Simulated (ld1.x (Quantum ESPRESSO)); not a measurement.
## u(r) = r·R(r): atom against pseudo-atom (Li)

Columns: radius, all-electron u(r) and pseudo u(r) of the 2p shell (level -1.58 eV) of lithium in the configuration 1s2 2s0 2p1; LDA (PZ), scalar-relativistic, TM scheme, ld1.x (Quantum ESPRESSO) 7.5.

| r (bohr) | all-electron | pseudo |
| --- | --- | --- |
| 0.228 | 0.0195 | 0.0081 |
| 0.455 | 0.0593 | 0.0316 |
| 0.682 | 0.1056 | 0.0681 |
| 0.910 | 0.1526 | 0.1145 |
| 1.138 | 0.1971 | 0.1663 |
| 1.365 | 0.2377 | 0.2187 |
| 1.592 | 0.2744 | 0.2679 |
| 1.820 | 0.3072 | 0.3110 |
| 2.047 | 0.3359 | 0.3462 |
| 2.275 | 0.3608 | 0.3734 |
| 2.502 | 0.3816 | 0.3933 |
| 2.730 | 0.3987 | 0.4076 |
| 2.958 | 0.4120 | 0.4176 |
| 3.185 | 0.4217 | 0.4245 |
| 3.412 | 0.4282 | 0.4292 |
| 3.640 | 0.4316 | 0.4318 |
| 3.868 | 0.4323 | 0.4323 |
| 4.095 | 0.4304 | 0.4304 |
| 4.322 | 0.4264 | 0.4264 |
| 4.550 | 0.4204 | 0.4204 |
| 4.778 | 0.4128 | 0.4128 |
| 5.005 | 0.4037 | 0.4037 |
| 5.232 | 0.3935 | 0.3935 |
| 5.460 | 0.3822 | 0.3822 |
| 5.688 | 0.3701 | 0.3701 |
| 5.915 | 0.3575 | 0.3575 |

How many radial nodes do the two functions have?

The all-electron 2p function has n − l − 1 = 0; the pseudo-wave has 0.

At about which radius was the pseudo-wave matched?

4.20 bohr. The columns agree to 0.0005 from 3.64 bohr on; several derivatives are matched, so the curves merge somewhat inside the radius.

Is the pseudo-wave norm-conserving?

Yes: the TM scheme keeps the norm inside the radius equal to the all-electron one, which fixes the energy derivative of the logarithmic derivative at the level.
